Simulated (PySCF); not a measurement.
A calculated (TPSS, PySCF 2.14, x2c-TZVPall, the spin-free X2C one-electron Hamiltonian (Gaussian nucleus)) atom or ion has these occupied shells.

| shell | electrons | orbital energy (eV) | rms radius, mean of both spins (bohr) |
| --- | --- | --- | --- |
| 1s α | 1 | -32959.7 | 0.0311 |
| 1s β | 1 | -32959.6 | 0.0311 |
| 2s α | 1 | -5101.8 | 0.127 |
| 2s β | 1 | -5101.8 | 0.127 |
| 2p α | 3 | -4581.9 | 0.113 |
| 2p β | 3 | -4581.8 | 0.113 |
| 3s α | 1 | -1039.9 | 0.335 |
| 3s β | 1 | -1039.8 | 0.335 |
| 3p α | 3 | -870.54 | 0.336 |
| 3p β | 3 | -870.48 | 0.336 |
| 3d α | 5 | -615.40 | 0.314 |
| 3d β | 5 | -615.34 | 0.314 |
| 4s α | 1 | -191.16 | 0.787 |
| 4s β | 1 | -191.01 | 0.787 |
| 4p α | 3 | -138.03 | 0.845 |
| 4p β | 3 | -137.88 | 0.845 |
| 4d α | 5 | -60.065 | 0.996 |
| 4d β | 5 | -59.809 | 0.996 |
| 5s α | 1 | -27.127 | 2.05 |
| 5s β | 1 | -25.371 | 2.05 |
| 5p α | 3 | -16.145 | 2.49 |
| 5p β | 1 | -14.700 | 2.49 |

(1) Name the element and its charge.

Results:

(1) I⁺ (iodine, charge +1), in [Kr] 4d10 5s2 5p4, high-spin 3P determinant.
